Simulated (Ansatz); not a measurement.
A first, cheap relaxation of CH₅AsN₂Si (`N=C1[SiH2]N[AsH]1`).

```yaml
crystal:
  periodic: [false, false, false]
  atoms:
    - {symbol: N, position_ang: [-1.928500, 0.229600, 1.046700]}
    - {symbol: C, position_ang: [-0.953500, 0.015700, 0.313600]}
    - {symbol: Si, position_ang: [0.363600, 1.002900, -0.499600]}
    - {symbol: N, position_ang: [1.284200, -0.412100, -1.136000]}
    - {symbol: As, position_ang: [-0.082400, -1.614300, -0.431000]}
    - {symbol: H, position_ang: [-2.578200, -0.476500, 1.366000]}
    - {symbol: H, position_ang: [-0.097800, 1.858300, -1.558500]}
    - {symbol: H, position_ang: [1.268700, 1.711900, 0.500800]}
    - {symbol: H, position_ang: [2.091200, -0.533300, -0.537400]}
    - {symbol: H, position_ang: [0.715900, -1.833300, 0.938300]}
basis:
  gaussian: {orbitals: def2-SVP}
hamiltonian: {xc: pbe, dispersion: d4}
relax: {f_tol: 0.03, max_steps: 200}
```

```sh
$ ansatz run in.yaml --threads 4 --pin off --events-out ev --progress --plain --max-ram 10444MiB
```

It prints (some lines left out):

```
Functional definition: PBE
  name "PBE"
  cite "Perdew, Burke & Ernzerhof, Phys. Rev. Lett. 77, 3865 (1996) doi:10.1103/PhysRevLett.77.3865"
  parent pbe
  parameter kappa = 0.804
  parameter beta = 0.06672455060314922
  exchange = pbe_x(kappa = kappa, mu = beta*pi^2/3)
  correlation = pbe_c(beta = beta)
mean field -72784.67216144 eV, -2674.7873667101 hartree, gradient 1.2e-5 eV, S^2 0.000000; 0 other end points of the search recorded, 0 dependent functions left out
the calculation of the forces begins
relax step   1: F+E_penalty+E_count = -72784.96732859 eV  Δ(F+E_penalty+E_count) = +0.000e0 eV  max|allowed force component| = 2.221e0 eV/Å  Δτ_max = 0.0000 Å  (31 SCF iters, accepted)
these checks for a lower state are left out or cut short: starts, cluster_reference, orbital_swaps, neighbouring_geometries, increment
mean field -72785.08939765 eV, -2674.8026998580 hartree, gradient 2.4e-5 eV, S^2 0.000000; 0 other end points of the search recorded, 0 dependent functions left out
the calculation of the forces begins
relax step   2: F+E_penalty+E_count = -72785.38031567 eV  Δ(F+E_penalty+E_count) = -4.130e-1 eV  max|allowed force component| = 1.226e0 eV/Å  Δτ_max = 0.1950 Å  (38 SCF iters, accepted)
these checks for a lower state are left out or cut short: starts, cluster_reference, orbital_swaps, neighbouring_geometries, increment
mean field -72785.10634006 eV, -2674.8033224803 hartree, gradient 2.6e-5 eV, S^2 0.000000; 0 other end points of the search recorded, 0 dependent functions left out
the calculation of the forces begins
relax step   3: F+E_penalty+E_count = -72785.39442718 eV  Δ(F+E_penalty+E_count) = -1.411e-2 eV  max|allowed force component| = 1.419e0 eV/Å  Δτ_max = 0.1823 Å  (38 SCF iters, accepted)
these checks for a lower state are left out or cut short: starts, cluster_reference, orbital_swaps, neighbouring_geometries, increment
mean field -72785.28447296 eV, -2674.8098687434 hartree, gradient 2.2e-5 eV, S^2 0.000000; 0 other end points of the search recorded, 0 dependent functions left out
the calculation of the forces begins
relax step   4: F+E_penalty+E_count = -72785.57422391 eV  Δ(F+E_penalty+E_count) = -1.798e-1 eV  max|allowed force component| = 1.193e0 eV/Å  Δτ_max = 0.1996 Å  (39 SCF iters, accepted)
these checks for a lower state are left out or cut short: starts, cluster_reference, orbital_swaps, neighbouring_geometries, increment
mean field -72785.34888909 eV, -2674.8122359925 hartree, gradient 2.0e-5 eV, S^2 0.000000; 0 other end points of the search recorded, 0 dependent functions left out
the calculation of the forces begins
relax step   5: F+E_penalty+E_count = -72785.63995151 eV  Δ(F+E_penalty+E_count) = -6.573e-2 eV  max|allowed force component| = 1.721e0 eV/Å  Δτ_max = 0.1616 Å  (31 SCF iters, accepted)
these checks for a lower state are left out or cut short: starts, cluster_reference, orbital_swaps, neighbouring_geometries, increment
mean field -72785.38658356 eV, -2674.8136212388 hartree, gradient 2.3e-5 eV, S^2 0.000000; 0 other end points of the search recorded, 0 dependent functions left out
the calculation of the forces begins
relax step   6: F+E_penalty+E_count = -72785.67623202 eV  Δ(F+E_penalty+E_count) = -3.628e-2 eV  max|allowed force component| = 8.060e-1 eV/Å  Δτ_max = 0.0422 Å  (32 SCF iters, accepted)
these checks for a lower state are left out or cut short: starts, cluster_reference, orbital_swaps, neighbouring_geometries, increment
mean field -72785.40553131 eV, -2674.8143175559 hartree, gradient 1.6e-5 eV, S^2 0.000000; 0 other end points of the search recorded, 0 dependent functions left out
the calculation of the forces begins
relax step   7: F+E_penalty+E_count = -72785.69501139 eV  Δ(F+E_penalty+E_count) = -1.878e-2 eV  max|allowed force component| = 3.908e-1 eV/Å  Δτ_max = 0.2000 Å  (31 SCF iters, accepted)
these checks for a lower state are left out or cut short: starts, cluster_reference, orbital_swaps, neighbouring_geometries, increment
mean field -72785.41539718 eV, -2674.8146801200 hartree, gradient 1.6e-5 eV, S^2 0.000000; 0 other end points of the search recorded, 0 dependent functions left out
the calculation of the forces begins
relax step   8: F+E_penalty+E_count = -72785.70487233 eV  Δ(F+E_penalty+E_count) = -9.861e-3 eV  max|allowed force component| = 4.760e-1 eV/Å  Δτ_max = 0.2000 Å  (31 SCF iters, accepted)
these checks for a lower state are left out or cut short: starts, cluster_reference, orbital_swaps, neighbouring_geometries, increment
mean field -72785.43408712 eV, -2674.8153669623 hartree, gradient 2.4e-5 eV, S^2 0.000000; 0 other end points of the search recorded, 0 dependent functions left out
the calculation of the forces begins
relax step   9: F+E_penalty+E_count = -72785.72371677 eV  Δ(F+E_penalty+E_count) = -1.884e-2 eV  max|allowed force component| = 1.703e-1 eV/Å  Δτ_max = 0.0768 Å  (31 SCF iters, accepted)
these checks for a lower state are left out or cut short: starts, cluster_reference, orbital_swaps, neighbouring_geometries, increment
mean field -72785.43554829 eV, -2674.8154206594 hartree, gradient 2.2e-5 eV, S^2 0.000000; 0 other end points of the search recorded, 0 dependent functions left out
the calculation of the forces begins
relax step  10: F+E_penalty+E_count = -72785.72533488 eV  Δ(F+E_penalty+E_count) = -1.618e-3 eV  max|allowed force component| = 5.951e-2 eV/Å  Δτ_max = 0.0408 Å  (31 SCF iters, accepted)
these checks for a lower state are left out or cut short: starts, cluster_reference, orbital_swaps, neighbouring_geometries, increment
mean field -72785.43601444 eV, -2674.8154377900 hartree, gradient 2.2e-5 eV, S^2 0.000000; 0 other end points of the search recorded, 0 dependent functions left out
the calculation of the forces begins
relax step  11: F+E_penalty+E_count = -72785.72574724 eV  Δ(F+E_penalty+E_count) = -4.124e-4 eV  max|allowed force component| = 3.692e-2 eV/Å  Δτ_max = 0.0057 Å  (33 SCF iters, accepted)
these checks for a lower state are left out or cut short: starts, cluster_reference, orbital_swaps, neighbouring_geometries, increment
mean field -72785.43626227 eV, -2674.8154468978 hartree, gradient 2.2e-5 eV, S^2 0.000000; 0 other end points of the search recorded, 0 dependent functions left out
the calculation of the forces begins
relax step  12: F+E_penalty+E_count = -72785.72593400 eV  Δ(F+E_penalty+E_count) = -1.868e-4 eV  max|allowed force component| = 2.767e-2 eV/Å  Δτ_max = 0.0131 Å  (33 SCF iters, accepted)
mean field -72785.43626227 eV, -2674.8154468978 hartree, gradient 2.4e-5 eV, S^2 0.000000; 1 other end points of the search recorded, 0 dependent functions left out
the calculation of the forces begins
Total energy: -72785.72597098 eV, -2674.8260934966 hartree
Atom 0 at    -2.070296     0.252411     0.867229 Å, force     0.002592     0.002168    -0.001056 eV/Å
Atom 1 at    -0.951372    -0.014951     0.338570 Å, force     0.007094    -0.000499    -0.007762 eV/Å
Atom 2 at     0.450614     1.070712    -0.395768 Å, force     0.006181     0.003147     0.018245 eV/Å
Atom 3 at     1.163102    -0.434386    -0.923725 Å, force     0.008067     0.024248    -0.000326 eV/Å
Atom 4 at     0.080801    -1.758461    -0.125581 Å, force    -0.013831    -0.027669     0.007265 eV/Å
Atom 5 at    -2.596297    -0.590783     1.166138 Å, force     0.000043    -0.001142     0.001151 eV/Å
Atom 6 at     0.100586     2.048569    -1.490277 Å, force    -0.003560     0.001741    -0.004335 eV/Å
Atom 7 at     1.187755     1.839609     0.678060 Å, force    -0.003675    -0.002202    -0.008053 eV/Å
Atom 8 at     2.020691    -0.663144    -1.425940 Å, force    -0.000692    -0.004297    -0.003029 eV/Å
Atom 9 at     0.697615    -1.800677     1.314193 Å, force    -0.002219     0.004505    -0.002101 eV/Å
Dipole moment:     0.204049    -0.250474    -0.072024 e Å
```

Hardware: 4 threads of an Intel Xeon Platinum 8259CL on a shared host. Wall time 18 s, peak host memory 0.2 GiB.
